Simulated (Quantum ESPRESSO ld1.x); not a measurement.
Task: These are the eigenvalues of the occupied orbitals of an atom or ion with whole-number occupations (hartree). Method: Dirac Kohn-Sham, revPBE, spin-unpolarised, spherical densities, point nucleus; computed with ld1.x of Quantum ESPRESSO 7.5.

| orbital | eigenvalue |
|---|---|
| 1s1/2 | -892.183 |
| 2s1/2 | -134.161 |
| 2p1/2 | -124.758 |
| 2p3/2 | -118.901 |
| 3s1/2 | -27.8769 |
| 3p1/2 | -24.1708 |
| 3p3/2 | -23.1464 |
| 3d3/2 | -16.6006 |
| 3d5/2 | -16.3959 |
| 4s1/2 | -7.37846 |
| 4p1/2 | -6.17839 |
| 4p3/2 | -5.99096 |
| 4d3/2 | -4.07443 |
| 4d5/2 | -4.04558 |

Which element is it, and in what charge state? The configuration may be excited. Open shells, if any, are shared by 2j + 1.

Result: Z = 46, palladium, charge +7: Pd7+ in [Kr] 4d3. The list shows which subshells hold electrons but not how many an open one holds; the 1s level, -892.18 hartree, gives Z - s = 42.2 by -(Z - s)^2/2, which with screening and relativity narrows Z to a few neighbours, and the depths of the outer levels then fix element, charge and occupations together.
